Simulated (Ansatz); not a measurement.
Ansatz (a quantum-chemistry and plane-wave program) input:

Ansatz 0.2 input:
```yaml
crystal:
  periodic: [false, false, false]
  atoms:
    - {symbol: C, position_ang: [-0.00000000, -0.00000000, -0.63472800]}
    - {symbol: C, position_ang: [0.00000000, 0.00000000, 0.63472800]}
basis:
  gaussian:
    orbitals: def2-TZVP
hamiltonian:
  xc: b3lyp
  dispersion: d3bj
total_charge: -2
phonons: {temperatures: {t_min: 298.15, t_max: 298.15, t_step: 100}}
```

Problem. What final total energy does it print?

Solution. -75.89822 Eh (B3LYP-D3(BJ)/def2-TZVP). The basis has 62 functions.
